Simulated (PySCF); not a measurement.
# Cd⁺ (cadmium, charge +1): UHF calculation

Configuration: [Kr] 4d10 5s1, 2S determinant. Calculation: PySCF 2.14, in def2-TZVPPD with the def2 core potential (28 electrons) (6s4p3d2f1g, 56 functions); a scalar-relativistic core potential.

```json
{
  "Total energy": "-166.614243 hartree",
  "One-electron energy": "-291.1622 hartree",
  "Hartree (Coulomb) energy": "138.9900 hartree",
  "Exchange energy": "-14.4420 hartree",
  "⟨S²⟩": "0.7512",
  "⟨L²⟩": "0.000",
  "Sum of ⟨r⟩": "23.11 bohr",
  "Sum of ⟨r²⟩": "35.89 bohr²",
  "Time after the integrals": "0.15 s of wall time on 1 thread of Neoverse-V2 (shared host)"
}
```

```tsv
shell	electrons	mean orbital energy (hartree)	rms radius, mean of both spins (bohr)
4s α	1	-5.12009	0.947
4s β	1	-5.11358	0.947
4p β	3	-3.48535	1.04
4p α	3	-3.48526	1.04
4d α	5	-1.03724	1.37
4d β	5	-1.03133	1.37
5s α	1	-0.57797	2.97
```

Energies and moments cover only the electrons outside the core potential.
